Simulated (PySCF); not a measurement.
Simulated P 2p region for GaMe2(PMe2), `C[P](C)[Ga]([CH3])[CH3]`, binding energy against the vacuum level.

Every computed line was given a Gaussian of 1.0 eV full width at half maximum and an area set by the number of equivalent atoms (split 2:1 within a doublet); the highest printed point is 100. The calculation used PySCF, delta-SCF UKS SCAN, pcX-2 on the ionised atom, pcseg-1 elsewhere, spin-free X2C.

binding energy (eV), intensity and a bar:
```
    133.7          0 
    133.8          1 
    133.9          2 
    134.0          3 #
    134.1          6 ##
    134.2         10 ###
    134.3         16 #####
    134.4         24 #######
    134.5         35 ##########
    134.6         47 ##############
    134.7         61 ##################
    134.8         74 ######################
    134.9         86 ##########################
    135.0         95 ############################
    135.1         99 ##############################
    135.2        100 ##############################
    135.3         97 #############################
    135.4         91 ###########################
    135.5         85 #########################
    135.6         78 #######################
    135.7         72 ######################
    135.8         67 ####################
    135.9         62 ###################
    136.0         57 #################
    136.1         52 ###############
    136.2         45 ##############
    136.3         38 ###########
    136.4         31 #########
    136.5         24 #######
    136.6         17 #####
    136.7         12 ####
    136.8          8 ##
    136.9          5 #
    137.0          3 #
    137.1          2 
    137.2          1 
    137.3          0 
    137.4          0
```

Problem. How many maxima does the curve show, and how many computed lines lie under it?

Solution. The curve has 1 maximum (at 135.2 eV). Under it lie 2 lines from 1 inequivalent phosphorus site, drawn as a 2p3/2, 2p1/2 pair. At this width some lines have no maximum of their own.

Problem. Decompose the envelope and assign each component. Bonds: Ga1–C2, Ga1–C6, Ga1–P10, P10–C11, P10–C12. Hydrogens: H3, H4, H5 on C2; H7, H8, H9 on C6; H13, H14, H15 on C11; H16, H17, H18 on C12.

Solution. 
```csv
position (eV),relative area,line,atoms,environment
135.10,0.67,P 2p3/2,P10,phosphorus bonded to 2 C and Ga
135.99,0.33,P 2p1/2,P10,phosphorus bonded to 2 C and Ga
```

Problem. What are the centre and the root-mean-square width of the whole band?

Solution. The area-weighted mean of the lines is 135.40 eV. Their own spread about it is 0.42 eV (rms) and each Gaussian has σ = 1.0/2.355 = 0.42 eV; the variances add, which gives 0.60 eV.

The curve has no shake-up lines and no vibrational structure. 2p3/2 and 2p1/2 are the ΔSCF energy of one spin-free 2p hole plus the eigenvalues of a spin–orbit and ligand-field matrix of the shell. 2p1/2 minus 2p3/2 (ligand field included): P 0.89 eV. One conformer (not necessarily the lowest) at the PBE0-D3(BJ)/def2-SVP geometry, without solvent, vibrations or thermal averaging.
